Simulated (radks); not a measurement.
Results of a calculation; reference values are marked as such.
Excited configurations of B I: one electron is placed in a higher orbital outside [He] 2s2. The ground configuration is [He] 2s2 2p1. Level of theory: non-relativistic Kohn-Sham, PBE, spin-unpolarised, spherical densities, point nucleus (a radial shooting solver on a logarithmic mesh with Libxc functionals). Excitation = E - E(ground); binding = E(ion) - E, where the ion is the core of charge +1; n* = 1/sqrt(2 binding) in atomic units, and the quantum defect is n - n*.

| outer orbital | excitation (eV) | binding (eV) | quantum defect | eigenvalue (eV) | <r> (bohr) |
|---|---|---|---|---|---|
| 3p | 5.792 | 2.430 | 0.634 | -1.276 | 7.806 |
| 5s | 7.264 | 0.957 | 1.230 | -0.611 | 23.03 |
| 6p | 7.660 | 0.562 | 1.080 | -0.370 | 39.26 |
| 6f | 7.772 | 0.450 | 0.499 | -0.285 | 44.62 |
| 7d | 7.857 | 0.365 | 0.895 | -0.246 | 61.11 |

The Delta-SCF ionisation energy is 8.222 eV (NIST Atomic Spectra Database: 8.298 eV, measured). Self-interaction in the functional shifts the binding energies and quantum defects, so they are the method's values and not measured ones. Spin polarisation and multiplet splitting are left out, so open shells lie too high by an amount that depends on their filling.

Beside tabulated values, note that spin-unpolarised runs miss the spin-polarisation part of the exchange energy of open shells.
